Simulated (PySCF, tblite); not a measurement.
**Complex of Be2+, hydrogen chloride and formamide**

A gas-phase complex of Be2+, hydrogen chloride and formamide; charge +2, singlet. The structure comes from a short search (6 tight-binding starts) and was relaxed by PBE0-D3(BJ)/def2-SVPD; another way of binding may lie lower. Frequencies by PBE0-D3(BJ)/def2-SVPD show no clear imaginary mode.

```csv
part,name,SMILES,atoms,charge,multiplicity
1,Be2+,[Be+2],1,+2,1
2,hydrogen chloride,Cl,2–3,0,1
3,formamide,NC=O,4–9,0,1
```

Coordinates in Å:
```
Be1     0.666   -0.070    0.849
Cl2     1.358   -0.900   -0.806
H3      1.543   -2.148   -0.411
N4     -0.654    1.337    3.975
C5     -0.237    1.555    2.781
O6      0.162    0.598    2.012
H7     -0.962    2.116    4.561
H8     -0.697    0.402    4.385
H9     -0.218    2.587    2.405
```

Contacts between parts, classed by geometry: Be1···O6 1.433 Å (bond); Be1···Cl2 1.976 Å (bond).

The parts are joined by the bonds Be1–O6 and Be1–Cl2, so these are energies of forming such bonds; deforming the relaxed parts to their shape in the adduct costs 8.6 kcal/mol, which the interaction energies leave out.

Interaction energies are complex less parts, with the parts frozen as they stand in it; counterpoise-corrected, in kcal/mol (PySCF).

How strongly do the parts interact, level by level?


| level | interaction | superposition error removed |
| --- | --- | --- |
| wB97M-D3(BJ)/def2-TZVPD | -296.13 | -0.18 |
| PBE0-D3(BJ)/def2-TZVPD | -298.93 | -0.20 |

What holds them together? Decompose the wB97M-D3(BJ)/def2-TZVPD energy: frozen parts, their antisymmetrised product, then relaxation.

electrostatic -135.7, Pauli repulsion +67.0, orbital relaxation -225.7, dispersion correction -1.9 kcal/mol, which sum to the value before the counterpoise correction; the Pauli term holds the exchange-correlation of the frozen density too. Of the attraction, 62 % is orbital relaxation, 37 % is electrostatic, 1 % is dispersion correction.

The parts were also relaxed and run alone, at the levels used for the complex: shieldings by PBE0/pcSseg-2.

What does binding change?


| property | alone | in the complex | change |
| --- | --- | --- | --- |
| shielding of Be1 (ppm) | 130.4 | 104.5 | -25.9 |
| shielding of O6 (ppm) | -95.7 | 157.0 | +252.8 |
| shielding of Cl2 (ppm) | 938.5 | 879.8 | -58.8 |

What are the binding energy from relaxed parts (wB97M-D3(BJ)/def2-TZVPD), and ΔH and ΔG of association at 298.15 K and 1 atm?

-287.56 kcal/mol, -282.76 with zero-point energy; ΔH -284.1 and ΔG -267.5 kcal/mol, from harmonic vibrations by PBE0-D3(BJ)/def2-SVPD with low modes damped.

Multiply charged ions in the gas phase bind far more strongly than in solution.

The 4 runs behind this took 10 min in all, one thread each of Arm Neoverse V1 on a shared host, launched as `OMP_NUM_THREADS=1 python cluster_run.py task.json out`.
